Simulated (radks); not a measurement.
The numbers below are computed, except where a source is named.
Coherent X-ray form factor from a spherical all-electron density. Level of theory: non-relativistic Kohn-Sham, revPBE, spin-polarised, spherical densities, point nucleus (a radial shooting solver on a logarithmic mesh with Libxc functionals).

| sin(theta)/lambda (1/angstrom) | f0 (electrons) |
|---|---|
| 0.05 | 70.404 |
| 0.1 | 68.704 |
| 0.15 | 66.132 |
| 0.2 | 62.989 |
| 0.25 | 59.570 |
| 0.3 | 56.113 |
| 0.4 | 49.637 |
| 0.5 | 44.067 |
| 0.6 | 39.335 |
| 0.8 | 31.625 |
| 1 | 25.659 |
| 1.25 | 20.416 |
| 1.5 | 17.159 |
| 2 | 13.480 |

The species is in the configuration that NIST lists as its ground one. Which atom or ion scatters so?

Answer. The rhenium ion Re4+, [Xe] 4f14 5d3. Extrapolating in s^2 from the first two rows gives f0(0) = 71.0, near the electron count 71; among species with that count, the fall with angle is slower the higher Z, and the table is that of Z = 75; from so few rows the species is fixed only to a neighbour or two.
